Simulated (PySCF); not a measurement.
**Radial density of Br²⁺ (bromine, charge +2)**

UHF, [Ar] 3d10 4s2 4p3, high-spin 4S determinant. Computed with PySCF 2.14 in x2c-SVPall, with the spin-free X2C one-electron Hamiltonian (Gaussian nucleus).

```csv
r (bohr),4πr²ρ (e/bohr),4πr²(ρα − ρβ)
0.000612,0.2204,0.0000
0.00103,0.5966,0.0000
0.00173,1.519,0.0000
0.00291,3.559,0.0001
0.00490,8.063,0.0002
0.00824,16.76,0.0005
0.0139,30.01,0.0022
0.0233,41.86,0.0105
0.0392,41.13,0.0420
0.0659,35.62,0.1192
0.111,48.98,0.1465
0.187,42.22,-0.0172
0.314,28.58,0.2068
0.528,33.05,0.2045
0.888,10.19,0.3489
1.49,4.136,2.0635
2.51,1.121,0.7624
4.22,0.06056,0.0554
7.11,1.489e-05,0.0000
```

Densities and radii are taken from the X2C orbitals without a picture-change correction, which distorts them close to the nucleus.

Problem. Where is the radial spin density 4πr²(ρα − ρβ) most negative, and why is it negative at all?

Solution. Around r = 0.187 bohr, down to -0.0172 e/bohr: exchange with the open shell polarises the paired shells in an unrestricted calculation.
